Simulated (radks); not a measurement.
Problem. Ni+, 27 electrons, occupied as [Ar] 3d9. All-electron calculation, scalar-relativistic Kohn-Sham, r2SCAN, spin-polarised, spherical densities, finite nucleus; open shells are filled with parallel spins first; meta-GGA in the generalised Kohn-Sham scheme; Fermi nuclear charge, rms radius 3.7757 fm. Program: a radial shooting solver on a logarithmic mesh with Libxc functionals. Some entries of the table are withheld. Estimate them.

| orbital | occ. | eigenvalue (eV) | <1/r> (bohr^-1) |
|---|---|---|---|
| 1s down | 1 | -8241.795 | 28.09 |
| 1s up | 1 | -8241.791 | 28.09 |
| 2s up | 1 | -994.4649 | 6.087 |
| 2s down | 1 | -993.7803 | 6.090 |
| 2p up | 3 | (1) | (2) |
| 2p down | 3 | (3) | (4) |
| 3s up | 1 | -118.5093 | 1.908 |
| 3s down | 1 | -117.1029 | 1.905 |
| 3p up | 3 | (5) | 1.754 |
| 3p down | 3 | (6) | 1.750 |
| 3d up | 5 | -13.4795 | 1.319 |
| 3d down | 4 | -12.2520 | 1.299 |

Solution. 
(1) 2p up eigenvalue (eV): -854.2181
(2) 2p up <1/r> (bohr^-1): 5.958
(3) 2p down eigenvalue (eV): -853.6999
(4) 2p down <1/r> (bohr^-1): 5.960
(5) 3p up eigenvalue (eV): -77.5235
(6) 3p down eigenvalue (eV): -76.1322
